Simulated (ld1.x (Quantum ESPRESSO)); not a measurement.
rhodium: one change to a TM potential, before and after

Rh (Z = 45), norm-conserving Troullier–Martins (Kleinman–Bylander form), made with ld1.x (Quantum ESPRESSO) 7.5 (PBEsol, scalar-relativistic). Core [Ar] 3d10 4s2, reference 4p6 4d8.5 5s0.5 5p0. Waves: 5s (bound): rc 2.15 bohr; 4p (bound): rc 1.00 bohr; 4d (bound): rc 1.80 bohr. Local part: all-electron potential smoothed inside 1.85 bohr (lloc = -1). Core correction: Bessel-smoothed model core inside 0.65 bohr.

Change: wave 4d (bound): rc 1.80 bohr becomes 4d (bound): rc 2.62 bohr.

Cutoffs: the cutoffs (Ry, on a coarse ladder) from which the occupation-weighted sum of valence levels, in a spherical-Bessel basis at the reference potential, stays within 10 and 1 mRy of its value at 400 Ry; they do not see the model core or the augmentation charge, which bear on the density cutoff. Errors are all-electron minus pseudo energies relative to the spin-unpolarised reference configuration.

Question: How do hardness, ghosts and transferability respond?

Answer: The potential gets neither clearly harder nor softer (140 Ry and 180 Ry → 140 Ry and 180 Ry); both files keep a bound ghost (s); of the 7 tests that both files solve, the error grows in 2 and shrinks in 4 by more than 15 % and 0.3 meV (median size 48.7 → 7.0 meV).

| quantity | base | changed |
| --- | --- | --- |
| cutoff, loose | 140 Ry | 140 Ry |
| cutoff, tight | 180 Ry | 180 Ry |
| loose cutoff by channel (10 mRy a level) | s 10 Ry, p 70 Ry, d 45 Ry | s 10 Ry, p 70 Ry, d 30 Ry |
| bound ghosts | s | s |
| error for 4p6 4d8 5s1 5p0, meV [ΔE 0.63 eV] | -5.1 | -0.3 |
| error for 4p6 4d8 5s0 5p0, meV [ΔE 8.09 eV] | -1.9 | -4.0 |
| error for 4p6 4d7 5s0 5p0, meV [ΔE 27.60 eV] | -10 | -7.0 |
| error for 4p6 4d7 5s1 5p1, meV [ΔE 7.28 eV] | -51 | -6.5 |
| error for 4p6 4d6 5s0 5p0, meV [ΔE 60.09 eV] | -49 | +54 |
| error for 4p6 4d7 5s2 5p0, meV [ΔE 3.08 eV] | -72 | -7.2 |
| error for 4p5 4d8 5s1 5p0, meV [ΔE 57.22 eV] | -161 | -354 |

Changed file: These tests converged, but a pseudo level misses the all-electron one widely, so the file describes the atom poorly there or has found another state: 4p6 4d6 5s0 5p0: empty 5s by 4.3 eV (a node warning on the way). A true bound ghost makes a file unfit for plane-wave use even where its test errors are small: the radial tests pick states by their node count and pass the ghost by.
